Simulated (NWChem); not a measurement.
Species: CH$_{3}$FZn; SMILES [Zn]([CH3])[F]

Question: Give the equilibrium geometry at PBE0/def2-SVP (NWChem) as an XYZ file, with the point group.

Answer: point group C3v; any orientation.
```
6

Zn     0.0000     0.0000     0.0286
F      0.0000     0.0000     1.7756
C      0.0000     0.0000    -1.8928
H     -0.5356    -0.8791    -2.2827
H      1.0292    -0.0243    -2.2827
H     -0.4935     0.9034    -2.2827
```
